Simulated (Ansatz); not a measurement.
Reaction (cleavage of the B–Sn bond): `[BH2][SnH2][SiH3]` + `F[SiH2][SeH]` → `B[Se][SiH2]F` + `[SiH3][SnH3]`

Program: Ansatz. Geometries: PBE0-D4/def2-TZVP. ΔE: electronic, gas phase. CCSD(T)/CBS adds triple-zeta CCSD(T) − MP2 to the extrapolated MP2 energy (def2 sets, frozen cores). def2 core potentials past Kr. For Se, Sn outer-core shells are correlated without core-valence functions, which leaves a few kJ/mol of doubt a bond. Scalar relativity is left out up to krypton. Each species was taken in one conformer, which may not be the lowest.

| species | CCSD(T)/CBS(def2) energy (Eh) |
| --- | --- |
| `[BH2][SnH2][SiH3]` | -532.05307 |
| `F[SiH2][SeH]` | -2791.46485 |
| `B[Se][SiH2]F` | -2816.86952 |
| `[SiH3][SnH3]` | -506.68362 |

Problem. Work out ΔE.

Solution. ΔE = (-2816.86952) + (-506.68362) − (-532.05307) − (-2791.46485) = -0.03522 Eh = -92.5 kJ/mol.

Largest T1 diagnostic among the species: 0.014.

In def2-TZVPP, CCSD(T) changes the Hartree–Fock value by −4.9 kJ/mol (the triples alone add −2.6 kJ/mol) and MP2 by −8.2 kJ/mol.
